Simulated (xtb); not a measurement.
Input for xtb: GFN2-xTB on BrGeH3O (SMILES [OH][GeH2][Br]), a point of a torsion scan.

```
$ xtb mol.xyz --gfn 2 --opt vtight --chrg 0 --uhf 0 --input xcontrol
6

O      1.33397668     0.18158264    -0.49385171
Ge    -0.33599732    -0.26958707     0.00366257
Br    -1.86116520     0.59493377    -1.50307013
H      1.78193538     0.71685458     0.21430357
H     -0.58936141     0.19989737     1.44702770
H     -0.33861669    -1.83055236    -0.06801902
$constrain
  force constant=1.0
  dihedral: 4,1,2,3,120.0
$end
```

Output:

```
[...]
           -------------------------------------------------
          |                Calculation Setup                |
           -------------------------------------------------



           -------------------------------------------------
          |                 G F N 2 - x T B                 |
           -------------------------------------------------

        Reference                      10.1021/acs.jctc.8b01176
      * Hamiltonian:
        H0-scaling (s, p, d)           1.850000    2.230000    2.230000
        zeta-weighting                 0.500000
      * Dispersion:
        s8                             2.700000
        a1                             0.520000
        a2                             5.000000
        s9                             5.000000
      * Repulsion:
        kExp                           1.500000    1.000000
        rExp                           1.000000
      * Coulomb:
        alpha                          2.000000
        third order                    shell-resolved
        anisotropic                    true
        a3                             3.000000
        a5                             4.000000
        cn-shift                       1.200000
        cn-exp                         4.000000
        max-rad                        5.000000


          ...................................................
          :                      SETUP                      :
          :.................................................:
          :  # basis functions                  27          :
          :  # atomic orbitals                  25          :
          :  # shells                           11          :
          :  # electrons                        20          :
          :  max. iterations                   250          :
          :  Hamiltonian                  GFN2-xTB          :
          :  restarted?                      false          :
          :  GBSA solvation                  false          :
          :  PC potential                    false          :
          :  electronic temp.          300.0000000     K    :
          :  accuracy                    1.0000000          :
          :  -> integral cutoff          0.2500000E+02      :
          :  -> integral neglect         0.1000000E-07      :
          :  -> SCF convergence          0.1000000E-05 Eh   :
          :  -> wf. convergence          0.1000000E-03 e    :
          :  Broyden damping             0.4000000          :
          :  net charge                          0          :
          :  unpaired electrons                  0          :
          ...................................................

 iter      E             dE          RMSdq      gap      omega  full diag
   1    -11.4541005 -0.114541E+02  0.850E+00    5.34       0.0  T
   2    -11.3463520  0.107748E+00  0.132E+01    6.77       1.0  T
   3    -11.6739603 -0.327608E+00  0.551E+00    6.30       1.0  T
   4    -11.6974882 -0.235279E-01  0.128E+00    5.90       1.0  T
   5    -11.6948063  0.268194E-02  0.204E+00    5.79       1.0  T
   6    -11.6992497 -0.444343E-02  0.630E-01    5.95       1.0  T
   7    -11.6994597 -0.210000E-03  0.525E-01    5.86       1.0  T
   8    -11.6996520 -0.192255E-03  0.179E-01    5.86       1.0  T
   9    -11.6997242 -0.722358E-04  0.441E-02    5.87       1.0  T
  10    -11.6997255 -0.128370E-05  0.289E-02    5.87       1.4  T
  11    -11.6997260 -0.468583E-06  0.413E-03    5.87       9.9  T
  12    -11.6997260 -0.531973E-08  0.272E-03    5.87      15.0  T
  13    -11.6997260 -0.363945E-08  0.152E-03    5.87      26.8  T
  14    -11.6997260 -0.164426E-08  0.461E-04    5.87      88.5  T
  15    -11.6997260 -0.235225E-09  0.175E-04    5.87     232.6  T

   *** convergence criteria satisfied after 15 iterations ***

         #    Occupation            Energy/Eh            Energy/eV
      -------------------------------------------------------------
         1        2.0000           -0.8424956             -22.9255
       ...           ...                  ...                  ...
         4        2.0000           -0.5743048             -15.6276
         5        2.0000           -0.5015947             -13.6491
         6        2.0000           -0.4991248             -13.5819
         7        2.0000           -0.4713337             -12.8256
         8        2.0000           -0.4583787             -12.4731
         9        2.0000           -0.4336182             -11.7994
        10        2.0000           -0.4329346             -11.7807 (HOMO)
        11                         -0.2171394              -5.9087 (LUMO)
        12                         -0.1510856              -4.1112
        13                         -0.1141512              -3.1062
        14                         -0.1063110              -2.8929
        15                          0.0162436               0.4420
       ...                                ...                  ...
        25                
[...]
 -0.0869433              -2.3658
        15                          0.0306599               0.8343
       ...                                ...                  ...
        25                          1.4441224              39.2966
      -------------------------------------------------------------
                  HL-Gap            0.2514201 Eh            6.8415 eV
             Fermi-level           -0.3044699 Eh           -8.2850 eV

 SCC (total)                   0 d,  0 h,  0 min,  0.001 sec
 SCC setup                      ...        0 min,  0.000 sec (  2.063%)
 Dispersion                     ...        0 min,  0.000 sec (  0.509%)
 classical contributions        ...        0 min,  0.000 sec (  0.214%)
 integral evaluation            ...        0 min,  0.000 sec ( 28.655%)
 iterations                     ...        0 min,  0.000 sec ( 19.473%)
 molecular gradient             ...        0 min,  0.001 sec ( 45.984%)
 printout                       ...        0 min,  0.000 sec (  2.839%)

         :::::::::::::::::::::::::::::::::::::::::::::::::::::
         ::                     SUMMARY                     ::
         :::::::::::::::::::::::::::::::::::::::::::::::::::::
         :: total energy             -11.679031267774 Eh    ::
         :: gradient norm              0.000008674083 Eh/a0 ::
         :: HOMO-LUMO gap              6.841488199982 eV    ::
         ::.................................................::
         :: SCC energy               -11.718840475832 Eh    ::
         :: -> isotropic ES            0.019292188463 Eh    ::
         :: -> anisotropic ES         -0.002566990000 Eh    ::
         :: -> anisotropic XC         -0.014974924488 Eh    ::
         :: -> dispersion             -0.003089004173 Eh    ::
         :: repulsion energy           0.039809042569 Eh    ::
         :: add. restraining           0.000000165489 Eh    ::
         :: total charge              -0.000000000000 e     ::
         :::::::::::::::::::::::::::::::::::::::::::::::::::::

           -------------------------------------------------
          |                Property Printout                |
           -------------------------------------------------

    * Orbital Energies and Occupations

         #    Occupation            Energy/Eh            Energy/eV
      -------------------------------------------------------------
         1        2.0000           -0.8404362             -22.8694
         2        2.0000           -0.7174702             -19.5234
         3        2.0000           -0.6613776             -17.9970
         4        2.0000           -0.5772374             -15.7074
         5        2.0000           -0.5101455             -13.8818
         6        2.0000           -0.5050048             -13.7419
         7        2.0000           -0.4720096             -12.8440
         8        2.0000           -0.4572347             -12.4420
         9        2.0000           -0.4312467             -11.7348
        10        2.0000           -0.4301799             -11.7058 (HOMO)
        11                         -0.1787598              -4.8643 (LUMO)
        12                         -0.1459614              -3.9718
        13                         -0.1123990              -3.0585
        14                         -0.0869433              -2.3658
        15                          0.0306599               0.8343
        16                          0.0361272               0.9831
        17                          0.0416588               1.1336
        18                          0.0537871               1.4636
        19                          0.0945326               2.5724
        20                          0.1539293               4.1886
        21                          0.2050485               5.5797
       ...                                ...                  ...
        25                          1.4441224              39.2966
      -------------------------------------------------------------
                  HL-Gap            0.2514201 Eh            6.8415 eV
             Fermi-level           -0.3044699 Eh           -8.2850 eV

     #   Z          covCN         q      C6AA      α(0)
     1   8 O        1.588    -0.453    21.955     6.323
     2  32 Ge       3.500     0.289   168.161    23.403
     3  35 Br       0.843    -0.133   188.483    22.135
     4   1 H        0.808     0.316     0.674     1.289
Note: The following floating-point exceptions are signalling: IEEE_DENORMAL
normal termination of xtb
     5   1 H        0.936    -0.017     3.367     2.869
     6   1 H        0.938    -0.002     3.090     2.748

 Mol. C6AA /au·bohr⁶  :       1269.358168
 Mol. C8AA /au·bohr⁸  :      72362.682943
 Mol. α(0) /au        :         58.767428


Wiberg/Mayer (AO) data.
largest (>0.10) Wiberg bond orders for each atom

 ---------------------------------------------------------------------------
     #   Z sym  total        # sym  WBO       # sym  WBO       # sym  WBO
 ---------------------------------------------------------------------------
     1   8 O    2.218 --     2 Ge   1.200     4 H    0.871
     2  32 Ge   3.948 --     1 O    1.200     3 Br   1.137     6 H    0.796
                             5 H    0.793
     3  35 Br   1.320 --     2 Ge   1.137
     4   1 H    0.900 --     1 O    0.871
     5   1 H    1.000 --     2 Ge   0.793
     6   1 H    1.000 --     2 Ge   0.796
 ---------------------------------------------------------------------------

Topologies differ in total number of bonds
Writing topology from bond orders to xtbtopo.mol

molecular dipole:
                 x           y           z       tot (Debye)
 q only:        0.302      -0.056       0.799
   full:        1.344      -0.530       1.764       5.794
molecular quadrupole (traceless):
                xx          xy          yy          xz          yz          zz
 q only:        0.261       2.500       1.270      -0.026       0.908      -1.531
  q+dip:       -3.462       6.479       5.723      -6.912       4.684      -2.261
   full:       -2.931       6.695       5.330      -6.428       4.569      -2.399

           -------------------------------------------------
          |                Geometry Summary                 |
           -------------------------------------------------

      molecular mass/u    :      171.5543051
   center of mass at/Å    :       -0.8336718       0.1500557      -0.6854756
  moments of inertia/u·Å² :        0.4034461E+02   0.2551291E+03   0.2880471E+03
rotational constants/cm⁻¹ :        0.4178410E+00   0.6607490E-01   0.5852388E-01

 * 5 selected distances

     #   Z          #   Z                                           value/Å
     1   8 O        2  32 Ge                                      1.7295651
     2  32 Ge       3  35 Br                                      2.2614756 (max)
     1   8 O        4   1 H                                       0.9531097 (min)
     2  32 Ge       5   1 H                                       1.5102376
     2  32 Ge       6   1 H                                       1.5014165

 * 4 distinct bonds (by element types)

   Z      Z             #   av. dist./Å        max./Å        min./Å
   1 H    8 O           1     0.9531097     0.9531097     0.9531097
   1 H   32 Ge          2     1.5058271     1.5102376     1.5014165
   8 O   32 Ge          1     1.7295651     1.7295651     1.7295651
  32 Ge  35 Br          1     2.2614756     2.2614756     2.2614756


optimized geometry written to: xtbopt.xyz


           -------------------------------------------------
          | TOTAL ENERGY              -11.679031267774 Eh   |
          | GRADIENT NORM               0.000008674083 Eh/α |
          | HOMO-LUMO GAP               6.841488199982 eV   |
           -------------------------------------------------

------------------------------------------------------------------------
------------------------------------------------------------------------
 total:
 SCF:
 ANC optimizer:
```

The run finished.

Warnings raised: the energy holds the restraint's term.

Cost: about 0.05 core-seconds (a rough figure).
